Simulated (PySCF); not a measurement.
3,4-dimethylpentanal, C7H14O

Geometry (Å), atoms numbered from 1 in this order:
```xyz
22

C    -1.747    0.710   -1.147
C    -1.169   -0.322   -0.182
C    -2.164   -0.582    0.946
C     0.218    0.086    0.354
C     0.768   -0.899    1.382
C     1.239    0.271   -0.773
C     2.533    0.870   -0.300
O     3.630    0.480   -0.596
H    -2.753    0.410   -1.479
H    -1.136    0.840   -2.051
H    -1.841    1.694   -0.658
H    -1.033   -1.270   -0.738
H    -2.273    0.308    1.588
H    -1.866   -1.424    1.586
H    -3.159   -0.818    0.538
H     0.092    1.068    0.853
H     1.787   -0.624    1.695
H     0.821   -1.916    0.959
H     0.151   -0.942    2.290
H     0.848    0.971   -1.532
H     1.461   -0.680   -1.284
H     2.406    1.763    0.374
```

Method: quadratic response CAM-B3LYP/aug-cc-pVDZ first hyperpolarisability, Taylor convention, gas phase in PySCF. Geometry: PBE0-D3(BJ)/def2-SVP.

(1) Give the tensor of the second harmonic β(−2ω;ω,ω) at 1064 nm in the axes of these coordinates.

## Answers

(1) In au, Taylor convention; rows are the first index (the induced dipole):
```csv
,xx,yy,zz,xy,xz,yz
x,+28.9,+20.9,+29.5,-21.3,+0.2,+0.7
y,-20.7,-42.1,-15.8,+20.4,+0.7,-22.4
z,+0.4,-22.5,-12.0,+0.7,+29.0,-15.6
```
Norm of βᵢ = ⅓ Σⱼ (βᵢⱼⱼ + βⱼᵢⱼ + βⱼⱼᵢ): 116.5 au, hyper-Rayleigh value 44.8 au.
